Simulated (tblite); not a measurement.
Run record: tight-binding relaxation, `Bc1cc([SiH3])oc1O[SiH3]`.

Computed with GFN2-xTB geometry optimisation, gas phase (tblite 0.8.0). Start geometry: from a force field or distance geometry. A driver script takes a list of jobs; this job's settings line and coordinates (Å) are shown.

Command:
```bash
OMP_NUM_THREADS=1 python probes_run.py task.json out
```

Input:
```
{"job": {"kind": "relax", "xc": "GFN2-xTB", "basis": "xTB"}, "charge": 0, "multiplicity": 1}
B     -0.936600     2.635500    -0.881300
C     -0.197400     1.350100    -0.439500
C      1.181700     1.180200    -0.310400
C      1.355700    -0.110400     0.105100
Si     2.979900    -0.927800     0.425200
O      0.192500    -0.722700     0.243100
C     -0.746200     0.137800    -0.075000
O     -2.106800    -0.141900    -0.044500
Si    -2.724100    -1.711700     0.418300
H     -0.340600     3.609700    -1.157800
H     -2.127900     2.647000    -0.942900
H      1.935900     1.916800    -0.515600
H      3.934500     0.074100     0.923500
H      3.483700    -1.505600    -0.841100
H      2.814100    -1.981400     1.421200
H     -2.312000    -2.008000     1.806300
H     -2.196500    -2.731800    -0.488400
H     -4.198700    -1.703300     0.342100
```

Output:
```
step      E/eV     max force
  0    -707.93988    2.862
  1    -708.19906    1.392
  2    -708.27029    0.702
  3    -708.31131    0.589
  4    -708.32794    0.516
  5    -708.35330    0.401
  6    -708.36930    0.391
  7    -708.39245    0.351
  8    -708.40719    0.267
  9    -708.41755    0.228
... (92 lines left out)
102    -708.46159    0.034
103    -708.46179    0.028
104    -708.46193    0.035
105    -708.46202    0.030
106    -708.46213    0.023
107    -708.46225    0.016
108    -708.46236    0.015
109    -708.46240    0.012
110    -708.46243    0.012
111    -708.46244    0.007
```

«max force» is the largest atomic force in eV/Å.

Question: From which step on does the largest force stay under 0.1 eV/Å, and how much energy is left to gain from there?

Answer: From step 28 (0.061 eV/Å), 13.8 meV above the end.

Summary of the converged run: energy lowered by 12.1 kcal/mol over 111 steps; largest atomic force 0.007 eV/Å at the end.

Question: How long does this job take on an Arm Neoverse N1 with one thread (shared host)?

Answer: About 1.6 s.
Labels such as C1 count atoms from 1, the log's own numbers from 0.
